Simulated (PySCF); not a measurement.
Compound: C₄H₃O₄S (charge -1).
Bonds: O1–S2 (double), S2–O3 (double), S2–O4, S2–C5, C5–C6 (aromatic), C6–C7 (aromatic), C7–O8 (aromatic), O8–C9 (aromatic), C5–C9 (aromatic). Hydrogens: H10 on C6; H11 on C7; H12 on C9.

Torsions of this conformer, `[O:1]=[S:2](=[O:3])([O-:4])[c:5]1[cH:6][cH:7][o:8][cH:9]1`: O1–S2–C5–C6 -61°.

The closed-shell ground state was solved at several levels (PySCF, density fitting, gas phase, non-relativistic). Isolated species at its PBE0-D3(BJ)/def2-SVP geometry, gas phase. No diffuse functions stand in pcSseg-1, which bears on an anion's orbital energies.

| level | basis functions | total energy (Eh) | HOMO (eV) | LUMO (eV) | gap (eV) |
| --- | --- | --- | --- | --- | --- |
| CAM-B3LYP/def2-SVPD | 223 | -852.7144 | -4.12 | 4.16 | 8.28 |
| KT3/pcSseg-1 | 175 | -862.5198 | -0.64 | 2.92 | 3.56 |

Task: Estimate the row for PBE0/pcSseg-1, a basis of 175 functions; the other rows only guide the guess.

Result: Total energy -852.6134 Eh, HOMO -2.22 eV, LUMO 3.70 eV, gap 5.92 eV.

Task: Over all these levels, which gives the widest orbital gap and which the narrowest?

Result: CAM-B3LYP/def2-SVPD (range-separated hybrid) has the widest, 8.28 eV, and KT3/pcSseg-1 (GGA) the narrowest, 3.56 eV. Functional and basis both differ between the two, so the spread mixes both effects.
